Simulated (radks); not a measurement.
Question: The arsenic ion As4+, [Ar] 3d10 4s1. Calculated with a radial shooting solver on a logarithmic mesh with Libxc functionals: non-relativistic Kohn-Sham, exchange-only LDA, spin-polarised, spherical densities, point nucleus. Every spin shell is full or empty, so the densities are truly spherical. Functionals are evaluated on that one density, not self-consistently. Rank these orbital-free kinetic functionals by their error against the exact value of the orbitals, and give that value: Thomas-Fermi, von Weizsacker, TF + vW, TF + vW/5, LC94, revAPBEK, Perdew 92, Pearson, LKT, PG1, DePristo-Kress.

Answer: Exact: 2225.89 hartree. From best to worst, with 100 (|E| - |E exact|)/|E exact| (equal figures are ties): LC94 -0.04, DePristo-Kress -0.14, revAPBEK +0.27, Perdew 92 -0.79, Pearson -1.19, TF + vW/5 +3.45, Thomas-Fermi -6.11, PG1 +17.86, LKT +22.57, TF + vW +41.72, von Weizsacker -52.17.
